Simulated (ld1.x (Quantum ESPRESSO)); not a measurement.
Results of a calculation; reference values are marked as such.
**Pseudopotentials across the periodic table**

Generated with ld1.x 7.5 (TM, RRKJ, ultrasoft, PAW), atompaw 4.2 or ONCVPSP 4.0.1. The cutoff is in Ry: for ld1.x and atompaw files where the sum of valence levels is converged to 10 mRy in a Bessel basis, for ONCV files where the hardest occupied wave has 1 mHa per electron of residual kinetic energy. The error is the largest all-electron minus pseudo excitation energy over each file’s own four to seven test configurations (ionisations up to +4, promotions, holes and added fractions of an electron), all of which were solved. The labels leave out finer settings (local radius, basis sizes, second energies), which also bear on the numbers. Spin-polarised tests are not counted. The rows are a selection from randomly drawn settings: files with unsolved tests, undetermined cutoffs or missed reference levels are left out.

A true bound ghost makes a file unfit for plane-wave use even where its test errors are small: the radial tests pick states by their node count and pass the ghost by.

```tsv
element	potential	cutoff (Ry)	largest error (meV)	bound ghosts
C	RRKJ, PBEsol, scalar-relativistic, rc 0.95/1.40/1.20 (spd), local p, core correction yes, reference 2s2 2p2	45	+197	none
Si	ultrasoft, PBE, scalar-relativistic, rc 1.45/1.95 (sp), local smoothed, core correction yes, reference 3s2 3p2	18	+25	s
Fe	TM, LDA (PZ), scalar-relativistic, rc 0.90/0.80/0.95 (spd), local d, core correction no, reference 3s2 3p6 3d6 4s0 4p0	230	+1991	none
Rb	ultrasoft, PW91, scalar-relativistic, rc 2.65/2.60/3.20 (spd), local smoothed, core correction no, reference 4s2 4p6 4d0 5s0 5p0	12	-49	none
```

Task: Fill in the row for Cr: TM, LDA (PZ), scalar-relativistic, rc 1.45/1.25/1.85 (spd), local d, core correction yes, reference 3s2 3p6 3d4 4s0 4p0.

Result: cutoff 70 Ry, largest error +660 meV, bound ghosts: none.

Task: Fill in the row for Sb: PAW, Wu–Cohen, scalar-relativistic, rc 1.90/2.20 (sp), local smoothed, core correction yes, reference 5s2 5p3.

Result: cutoff 10 Ry, largest error -689 meV, bound ghosts: none.

Task: Fill in the row for Pb: PAW, PBE, scalar-relativistic, rc 1.95/2.25/1.60 (spd), local smoothed, core correction yes, reference 5d10 6s2 6p2.

Result: cutoff 45 Ry, largest error -63 meV, bound ghosts: none.
